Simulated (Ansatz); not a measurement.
Reaction (homolysis of the Cl–Si bond): `F[SiH2]N[SiH2]Cl` → Cl• + `F[SiH2]N[SiH2]`•

Isolated molecules relaxed with PBE0-D4/def2-TZVP in Ansatz; ΔE leaves out vibrations. CCSD(T)/CBS is the MP2 limit (def2-TZVPP, def2-QZVPP) plus CCSD(T) − MP2 in def2-TZVPP, frozen cores. This one scheme is used for every species, atoms too. DFT in def2-TZVPP. B3LYP here is the variant with VWN-RPA as its local correlation; programs differ in this. Open shells (•) are unrestricted, without spin–orbit coupling. Spin–orbit coupling would lower the free atoms: a little for Cl. Each species was taken in one conformer, which may not be the lowest.

Question: What is ΔE at CCSD(T)/CBS? (Best estimate.)

Answer: Ansatz gave: +5.04 eV.

Question: What do these levels give: PBE-D4, B3LYP-D4, B2PLYP, r2SCAN0, CAM-B3LYP, SCS-MP2/def2-QZVPP? (An estimate is asked.)

Answer: The calculation gave: PBE-D4 4.89, B3LYP-D4 4.78, B2PLYP 4.83, r2SCAN0 4.82, CAM-B3LYP 4.78, SCS-MP2/def2-QZVPP 5.09 eV.

Largest T1 diagnostic among the species: 0.014.

From r2SCAN to r2SCAN0 (25 % exact exchange), in def2-TZVPP and without D4, ΔE moves by −0.04 eV: exact exchange takes away binding that semilocal exchange gives to molecules. In def2-TZVPP, CCSD(T) changes the Hartree–Fock value by +1.02 eV (the triples alone add +0.09 eV) and MP2 by +1.26 eV; breaking electron pairs costs correlation energy, which Hartree–Fock lacks.
